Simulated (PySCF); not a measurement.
The dipole of `N#Cc1cccs1` from its density and from atomic charges.

Coordinates (GFN2-xTB, Å) and charges (e) from the PBE0/pcSseg-1 density (PySCF):

```csv
atom,x,y,z,Mulliken,IAO,Hirshfeld,ESP-fitted
N1,3.353,-0.625,0.593,-0.2363,-0.2336,-0.2138,-0.4788
C2,2.252,-0.350,0.424,+0.1883,+0.1372,+0.0609,+0.5028
C3,0.911,-0.022,0.215,-0.4334,-0.2049,-0.0257,-0.2520
C4,-0.066,-0.819,-0.326,+0.0545,-0.1442,-0.0436,-0.0764
C5,-1.312,-0.173,-0.392,-0.0389,-0.1785,-0.0622,-0.1496
C6,-1.268,1.098,0.095,-0.2536,-0.3008,-0.0639,-0.2607
S7,0.291,1.544,0.648,+0.3732,+0.3864,+0.1492,+0.1468
H8,0.117,-1.825,-0.659,+0.1039,+0.1802,+0.0701,+0.1675
H9,-2.201,-0.632,-0.783,+0.1050,+0.1737,+0.0647,+0.1701
H10,-2.069,1.808,0.162,+0.1373,+0.1846,+0.0644,+0.2304
```

**Question.** What dipole does each set of charges give (1 e·Å = 4.803 D), and what does the density give?

**Answer.** The full density gives (-4.61, 0.77, -0.85) D, 4.75 D in size; dipole vectors point from the negative to the positive end.

```csv
scheme,μx,μy,μz,size (D),share of the full size (%),angle to the full dipole (°)
Mulliken,-3.79,1.65,-0.32,4.14,87,15
IAO,-3.20,1.98,-0.05,3.77,79,24
Hirshfeld,-3.18,1.28,-0.31,3.44,72,13
ESP-fitted,-4.61,0.77,-0.85,4.75,100,0
```

**Question.** Which set comes closest?

**Answer.** Length of the difference vector: ESP-fitted 0.00 D, Mulliken 1.31 D, Hirshfeld 1.61 D, IAO 2.02 D. Closest: ESP-fitted. ESP charges are fitted to the potential around the molecule, whose slowest-falling term is the dipole's. The schemes that divide the density aren't constrained to reproduce the dipole.

**Question.** What is left for the Hirshfeld atoms' own dipoles?

**Answer.** The Hirshfeld atoms' densities add up to the full density, so μ = Σ q r + Σ (atomic dipoles). The atomic dipoles sum to (-4.61, 0.77, -0.85) − (-3.18, 1.28, -0.31) = (-1.43, -0.51, -0.54) D, 1.61 D in size.

**Question.** With the origin at the mean of the coordinates, (0.001, 0.000, -0.002) Å, which are the largest single terms, by size, of the Hirshfeld dipole along the direction of the full one?

**Answer.** N1 +3.55, H10 +0.70, C2 -0.68, H9 +0.68, C6 -0.43 D; all 10 atoms together +3.35 D. The single terms depend on the origin, their sum doesn't.

**Question.** Give the size of the full dipole in other units.

**Answer.** 4.75 D = 1.868 au = 0.989 e·Å = 15.84 × 10⁻³⁰ C·m.

Geometry: GFN2-xTB; no solvent, vibrations or thermal averaging.

The run behind these numbers computed NMR shieldings as well. Hardware: an x86-64 server with one thread (shared host). Cost: 12 s wall.
